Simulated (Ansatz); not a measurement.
A search over several starts for the lowest SCF solution of AlSiH3Cl2⁻, that is AlCl2(SiH3) with one electron more at the given spin, in a small basis.

```yaml
crystal:
  periodic: [false, false, false]
  atoms:
    - {symbol: Al, position_ang: [0.643319, 1.121248, 0.011059]}
    - {symbol: Cl, position_ang: [2.742393, 1.189186, 0.034709]}
    - {symbol: Cl, position_ang: [-0.349532, 2.971482, -0.033077]}
    - {symbol: Si, position_ang: [-0.567605, -0.985723, 0.006548]}
    - {symbol: H, position_ang: [-1.904818, -0.823077, 0.654542]}
    - {symbol: H, position_ang: [0.210421, -2.036006, 0.732026]}
    - {symbol: H, position_ang: [-0.774178, -1.437111, -1.405797]}
basis:
  gaussian: {orbitals: def2-SVP}
total_charge: -1
magnetization: {spin_polarized: true, initial_magnetization: 1}
hamiltonian: {xc: pbe0, dispersion: d4}
output: {orbitals: {seedname: orbitals}}
```

```sh
$ ansatz run in.yaml --threads 4 --pin off --events-out ev --progress --plain --max-ram 3916MiB
```

Shortened log:

```
Functional definition: PBE0
797 factors; integrals over basis functions are off by at most 1.2e-3 eV
mean field evaluation 1: about -39544.5735 eV, gradient 8.3e0 eV
mean field evaluation 2: about -39544.9031 eV, gradient 7.8e0 eV
mean field evaluation 4: about -39545.4276 eV, gradient 8.7e-1 eV
mean field evaluation 8: about -39545.5105 eV, gradient 6.1e-2 eV
mean field evaluation 16: about -39545.5106 eV, gradient 2.9e-4 eV
mean field -39545.51056169 eV, -1453.2707082323 hartree, gradient 8.2e-5 eV, S^2 0.755902; 2 other end points of the search recorded, 0 dependent functions left out
reference -39545.51059189 eV, -1453.2707093420 hartree; 33, 32 occupied and 54, 55 virtual orbitals, 797 factors
Total energy: -39545.69145520 eV, -1453.2773559461 hartree
```

Run time 1.8 s (4 threads of Arm Neoverse V2 on a shared host).

The highest occupied level of the charge -1 doublet lies above zero (up to 1.60 eV). By energy differences its removal costs 0.46 eV (vertical, to the charge 0 singlet, at PBE0-D4/def2-TZVPD).
